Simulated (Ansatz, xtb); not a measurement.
## Relative energy of two isomers of C4H8OSi2

Structure I: `O[Si]1([SiH3])C=CC=C1`, a singlet. Structure II: `O[Si@@H]1C=CC([SiH3])=C1`, a singlet. Both are isolated molecules in the gas phase, relaxed with B3LYP-D3(BJ)/def2-SVP; the shapes shown needn't be the lowest conformers.

I (Å):

```xyz
15

C    -2.4645   -1.1367    1.0269
C    -1.3549   -1.9091    0.9860
C    -0.8832   -2.3390   -0.3577
C    -1.6048   -1.9203   -1.4224
O    -4.5286   -1.0695   -1.2199
Si   -2.9450   -0.7774   -0.7575
Si   -2.4812    1.4528   -1.3089
H    -4.8607   -1.9605   -1.0513
H    -3.3968    2.3868   -0.5873
H    -2.6266    1.6860   -2.7771
H    -1.0751    1.7639   -0.9139
H    -2.8777   -0.7559    1.9633
H    -0.7945   -2.2187    1.8757
H     0.0173   -2.9587   -0.4374
H    -1.3289   -2.1676   -2.4496
```

II (Å):

```xyz
15

C    -1.7561    0.4514   -1.8358
C    -1.1000   -0.4920   -1.1286
C    -1.8545   -1.1936   -0.0326
C    -3.1420   -0.7936    0.1267
O    -4.7652    0.3562   -2.1621
Si   -3.4866    0.5882   -1.1119
Si   -1.0343   -2.5158    1.0245
H    -4.7497   -0.4533   -2.6866
H    -3.7710    1.8984   -0.4725
H    -1.2760    1.0105   -2.6421
H    -0.0531   -0.7623   -1.3131
H     0.1359   -1.9474    1.7588
H    -0.5275   -3.6275    0.1639
H    -2.0242   -3.0513    2.0007
H    -3.7922   -1.2236    0.8932
```

Quicker runs give these differences E(II) − E(I): GFN2-xTB −0.255 eV; HF/STO-3G +0.100 eV (at GFN2-xTB geometries); r2SCAN-D4/def2-SVP +0.051 eV (at GFN2-xTB geometries).

Q: Which of the two would you expect CCSD(T)/def2-SVP + ΔMP2/def2-TZVPP electronic energies to favour?

A: CCSD(T)/def2-SVP + ΔMP2/def2-TZVPP gives E(II) − E(I) = +0.001 eV, slightly favouring structure I, which is too small a margin to settle the true order.

The same difference at several levels:

```tsv
level	geometry	E(II) − E(I) (eV)	departure from the last row (eV)	job, with rough time for the two
GFN2-xTB	GFN2-xTB	−0.255	−0.255	optimisation, 0.33 s
HF/STO-3G	GFN2-xTB	+0.100	+0.099	single point, 0.72 s
r2SCAN-D4/def2-SVP	GFN2-xTB	+0.051	+0.050	single point, 9.6 s
B3LYP-D3(BJ)/def2-SVP	B3LYP-D3(BJ)/def2-SVP	+0.057	+0.056	optimisation, 2.1 min
HF/def2-SVP	B3LYP-D3(BJ)/def2-SVP	−0.073	−0.074	part of the CCSD(T) run
MP2/def2-SVP	B3LYP-D3(BJ)/def2-SVP	−0.038	−0.038	part of the CCSD(T) run
CCSD(T)/def2-SVP	B3LYP-D3(BJ)/def2-SVP	−0.003	−0.004	single point
CCSD(T)/def2-SVP + ΔMP2/def2-TZVPP	B3LYP-D3(BJ)/def2-SVP	+0.001		single point, 2.7 min
```

As drawn, II has 1 C–Si, 1 Si–H in place of 1 Si–Si, 1 C–H.

The largest departure from CCSD(T)/def2-SVP + ΔMP2/def2-TZVPP is that of GFN2-xTB, 0.255 eV. The last row adds to CCSD(T) the change of the MP2 difference between the two basis sets, here +0.004 eV.

With thermal terms from frequencies at re-optimised GFN2-xTB minima (ideal gas, soft modes damped towards free rotors, one conformer each, 298.15 K, 1 atm): on the last row, ΔE + ΔZPE = −0.061, ΔH = −0.067, ΔG = −0.043 eV.

The correlated steps freeze 15 core orbitals. Mirror images aren't counted in ΔG. Programs: Ansatz 0.2.0, xtb 6.7.1; the last row on 2 threads of Arm Neoverse V1 on a shared host.
